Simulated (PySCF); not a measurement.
Working out the excitation energy of K

K [Ar] 4s1 (2S) → K [Ar] 4p1 (2P). Calculation: PySCF 2.14, in x2c-TZVPPall with one added diffuse shell each of s, p, d type (7s5p4d, 42 functions); scalar relativity by spin-free X2C-1e. Frozen: [Ne]. Energies in hartree (1 hartree = 27.21139 eV):

```
            part    K (lower)    K (upper)
             UHF  -601.449423  -601.394339
CCSD correlation    -0.171057    -0.166108
             (T)    -0.002092    -0.001851
```

What does Hartree-Fock give?

(-601.394339) − (-601.449423) = 0.055084 hartree = 1.499 eV.

What do CCSD and CCSD(T) give?

The CCSD correlation energies differ by 0.004949 hartree = 0.135 eV and the triples by 0.000241 hartree = 0.007 eV, so CCSD gives 1.634 eV and CCSD(T) 1.641 eV.

Measured between the centres of the two terms (NIST): 1.615 eV, so CCSD(T) (valence and next inner shell) is off by 0.026 eV.

What remains against the reference includes basis incompleteness, the frozen core and higher excitations.
